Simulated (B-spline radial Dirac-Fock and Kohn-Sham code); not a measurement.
Relativistic shifts of the levels of Ho³⁶⁺

System: holmium as Ho³⁶⁺ in the configuration [Ar] 3d10 4s2 4p1.

Both columns are ΔSCF binding energies of the configuration average from a radial B-spline solver: non-relativistic Hartree-Fock with a point nucleus, and Dirac-Fock with a finite nucleus and the Coulomb interaction alone, averaged over the two j levels with weights 2j+1.

```tsv
shell	Hartree-Fock (eV)	Dirac-Fock (eV)	shift (eV)	shift (%)
1s	53771.0	57437.6	+3666.57	+6.82
2s	10009.3	10973.3	+964.02	+9.63
2p	9602.2	9921.7	+319.51	+3.33
3s	3360.3	3605.1	+244.76	+7.28
3p	3177.3	3271.6	+94.29	+2.97
3d	2849.3	2842.9	-6.39	-0.22
4s	1593.2	1675.3	+82.15	+5.16
4p	1526.1	1560.4	+34.32	+2.25
```

Relativity binds 1s, 2s, 2p, 3s, 3p, 4s, 4p more strongly, among those listed most of all 2s in relative terms, and 3d more weakly, because the contracted s and p shells screen the nucleus better.

Values without a named source are computed, but for edge energies of neutral atoms, which are taken from tables.
